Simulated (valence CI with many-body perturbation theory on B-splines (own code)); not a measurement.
## Cl XII in brief

Method: relativistic CI+MBPT: four valence electrons over a frozen Dirac-Fock core [He], a basis of 11 s, 11 p, 9 d, 7 f, 5 g, 2 h, 1 i functions for each j, with the one-electron correlation potential Σ1, the two-electron term Σ2, the three-electron term Σ3, Breit, model QED; selected CI, second order for the rest, scaled by the run's own slope (own B-spline code, finite nucleus).

No measured spectrum was set against this ion. As an estimate, levels of excited configurations hold to 0.05 to 0.15 % of their energy, terms of the ground configuration to about 0.5 %. Among the levels kept, up to 260 cm⁻¹ of a level comes from second order outside the variational space, and about a tenth of that is noise between levels of different J, which matters for small intervals.

Rates and lifetimes use the calculated energies. Strong lines usually hold to 10 to 20 %, long lifetimes can be off by a factor of two.

Problem. What is the ground level?

Solution. 2s²2p² ³P_0, composition 97 % 2s²2p² ³P + 1 % 2s²2p² ¹S.

Problem. Among levels below 394.39 eV, which E1 lines absorb most strongly from the ground level?

Solution. to 2s²2p3d ³D°_1 at 3.373 nm, f = 1.15; to 2s2p²3p ³D°_1 at 3.252 nm, f = 0.207; to 2s2p³ ³D°_1 at 25.73 nm, f = 0.0741.

Problem. Where does the other parity begin?

Solution. At 2s2p³ ⁵S°_2, 25.54 eV.

Problem. How well does LS coupling describe the low levels?

Solution. Among the lowest 20 levels the leading LS term, summed over configurations, holds 99 % on average. For single configurations the figures are 98 % in LS and 69 % in jj coupling. Terms hardly mix: every one of these levels is at least 95 % one term.

Problem. Name the longest-lived excited levels whose lifetime is computed, and their main decay.

Solution. 2s²2p² ³P_1 at 0.90 eV lives 149 ms, mostly by M1 to 2s²2p² ³P_0; 2s²2p² ³P_2 at 2.06 eV lives 90.9 ms, mostly by M1 to 2s²2p² ³P_1; 2s²2p² ¹D_2 at 9.38 eV lives 4.43 ms, mostly by M1 to 2s²2p² ³P_2.

Problem. What are the static dipole polarisabilities of the lowest levels?

Solution. 2s²2p² ³P_0 0.0591; 2s²2p² ³P_1 0.0596 (tensor 0.0024); 2s²2p² ³P_2 0.0595 (tensor -0.0045); 2s²2p² ¹D_2 0.0535 (tensor 0.014) bohr³, of which the core gives 0.000116.

Problem. What is the ionisation energy?

Solution. 591.9 eV; NIST lists 591.58 ± 0.19 eV (semi-empirical).
